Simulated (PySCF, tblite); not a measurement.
Calculations on `CN[B]C1CC1` [radical], in the order of a workflow; each names the level of the geometry that it ran on. Settings lines and outputs come from a driver script.

C₄H₉BN (doublet state).
SMILES with atom numbers: `[CH3:1][NH:2][B:3][CH:4]1[CH2:5][CH2:6]1` (hydrogens: H7, H8, H9 on C1; H10 on N2; H11 on C4; H12, H13 on C5; H14, H15 on C6)

Step 1: GFN2-xTB geometry optimisation, gas phase (tblite 0.8.0) (from a force-field or distance-geometry start)
```json
{"job": {"kind": "relax", "xc": "GFN2-xTB", "basis": "xTB"}, "charge": 0, "multiplicity": 2}
```
```
step      E/eV     max force
  0    -467.24418    2.013
  1    -467.42729    1.403
  2    -467.54560    1.325
...
 83    -468.25050    0.031
 84    -468.25059    0.023
 85    -468.25071    0.015
 86    -468.25073    0.012
 87    -468.25077    0.009
```

Energy lowered by 23.2 kcal/mol over 87 steps; largest atomic force 0.009 eV/Å at the end. «max force» is the largest atomic force in eV/Å.

The run took 0.31 s on one thread, Arm Neoverse V2 (aarch64) (shared host).

Step 2: GFN2-xTB harmonic vibrations, gas phase (tblite 0.8.0) (on the GFN2-xTB geometry)
```json
{"job": {"kind": "ir", "xc": "GFN2-xTB", "basis": "xTB"}, "charge": 0, "multiplicity": 2}
```
```
(table of modes left out)
```

39 modes from 29 to 3396 cm⁻¹ (unscaled, harmonic); zero-point energy 79.4 kcal/mol; all wavenumbers are real at this level.

Hardware: an Arm Neoverse V2 with one thread, on a shared host. Cost: 0.25 s.

Step 3: UKS B3LYP, pcH-1 on B C H N, non-relativistic, mean-field spin-orbit, GIAO (PySCF 2.14.0) (on the GFN2-xTB geometry)
```json
{"job": {"kind": "epr", "basis": "pcH-1"}, "charge": 0, "multiplicity": 2}
```
```
...
E = -237.40736540 Eh   <S^2> = 0.7526 (exact 0.7500)
g shifts (ppm)      1          2          3
  rmc          -103       -103       -103
  gc             23         23          2
  oz_so        -780        -76         85
  total        -861       -156        -16
hyperfine (MHz)  atom isotope    a_iso     a_fc   dipolar eigenvalues
    0   13C      46.86      46.86     -4.47     -4.04      8.51
    1   14N      19.86      19.86     -4.03      0.43      3.60
    2   11B     411.77     411.77    -40.51    -35.69     76.20
    3   13C      59.86      59.86     -5.99     -4.56     10.55
    4   13C       8.35       8.35     -2.95     -2.54      5.49
    5   13C      21.65      21.65     -2.62     -2.26      4.87
    6    1H      -3.29      -3.29     -2.79     -1.18      3.97
    7    1H      -4.15      -4.15     -2.78     -1.26      4.03
    8    1H      -2.78      -2.78     -3.82     -0.96      4.78
    9    1H      38.46      38.46     -6.61     -5.03     11.64
   10    1H      12.27      12.27     -4.92     -2.40      7.33
   11    1H       5.02       5.02     -2.45     -0.72      3.17
   12    1H      -2.25      -2.25     -3.10     -1.07      4.16
   13    1H      -0.64      -0.64     -3.83     -1.92      5.75
   14    1H      -0.34      -0.34     -1.97     -1.76      3.74
```

⟨S²⟩ 0.753; g_iso 2.0020. rmc, gc and oz_so are the mass-correction, gauge-correction and orbital-Zeeman/spin–orbit parts of the g shift along its three principal axes; a_iso is the isotropic hyperfine coupling and a_fc its Fermi-contact part. The log counts atoms from 0, this text from 1.

Time: 37 s of wall time (with the writing of density and orbital grids); peak memory 0.87 GiB. Hardware: Arm Neoverse V2, one thread, shared host.

Geometry of the electronic-property runs (GFN2-xTB):
```
atom  x, y, z in Å
C1     2.1904    0.5258   -0.1331
N2     1.5565   -0.1138    1.0168
B3     0.2918   -0.6411    1.0914
C4    -0.7172   -0.6893   -0.0988
C5    -1.4956    0.5354   -0.5300
C6    -2.2148   -0.6287    0.0691
H7     3.0808   -0.0294   -0.4408
H8     2.4867    1.5494    0.1101
H9     1.4851    0.5503   -0.9591
H10    2.1882   -0.1282    1.8067
H11   -0.3992   -1.3314   -0.9201
H12   -1.6153    0.7283   -1.5871
H13   -1.3958    1.4331    0.0626
H14   -2.6115   -0.5190    1.0678
H15   -2.8344   -1.2334   -0.5774
```

 (This holds for the electronic-property runs.)

One conformer stands for the species.
